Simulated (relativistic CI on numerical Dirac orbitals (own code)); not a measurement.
Radial parameters of He

These numbers are calculated, not measured: Dirac-Coulomb-Breit CI, KLI orbitals optimised for each configuration, a model potential for QED, valence Slater integrals scaled by 0.85, P86 correlation energy added to each configuration (own radial code, finite nucleus).

Slater integrals F^k, G^k are unscaled and averaged over j, outside the closed core (none); ζ comes from projecting the Hamiltonian with its Breit term on Σ l·s of the shell.

- 1s 2s: G^0(1s,2s) = 3209.7 cm⁻¹; <r>(1s) = 0.7655, <r^2>(1s) = 0.7913, <r>(2s) = 4.586, <r^2>(2s) = 24.58 (bohr units).
- 1s 2p: G^1(1s,2p) = 4242.4, ζ(2p) = 0.1197 cm⁻¹; <r>(1s) = 0.7619, <r^2>(1s) = 0.7823, <r>(2p) = 4.796, <r^2>(2p) = 27.92 (bohr units).
- 1s 3s: G^0(1s,3s) = 802.93 cm⁻¹; <r>(1s) = 0.7566, <r^2>(1s) = 0.7684, <r>(3s) = 11.32, <r^2>(3s) = 146.1 (bohr units).

In this model ζ of a weakly bound d, f or g electron outside closed shells comes out too small, for d by up to a factor of two or three and at times with the wrong sign; that of an outer p electron is too small as well.

For a near-neutral ion this model can misplace configurations by up to about 10,000 cm⁻¹ (more where the count of f electrons changes) and terms by 10 to 25 % of their spread. Rates follow the energies as ν³ (E1, M1) or ν⁵ (E2), so they and the lifetimes can be off by large factors. The fine structure of a lone outer electron comes out too small, for d and f at times inverted, and misplaced configurations move strength between like terms. 16 of the 16 excited levels that our extract of the measured tables holds in this range could be paired (the sources list more); they are missed by 5121 cm⁻¹ on average and 5831 at most, and levels without a partner can miss by more.

Averages of the first 10 configurations, taken without configuration mixing, which lowers the lowest level and can move excited configurations by several eV; other configurations of the list can lie among them:

| Configuration | Parity | States | Average energy above the lowest level (eV) |
| --- | --- | --- | --- |
| 1s2 | even | 1 | 0.0 |
| 1s 2s | even | 4 | 19.3 |
| 1s 2p | odd | 12 | 20.3 |
| 1s 3s | even | 4 | 22.2 |
| 1s 3p | odd | 12 | 22.5 |
| 1s 3d | even | 20 | 22.4 |
| 1s 4p | odd | 12 | 23.2 |
| 1s 4s | even | 4 | 23.1 |
| 1s 4d | even | 20 | 23.2 |
| 1s 4f | odd | 28 | 23.4 |
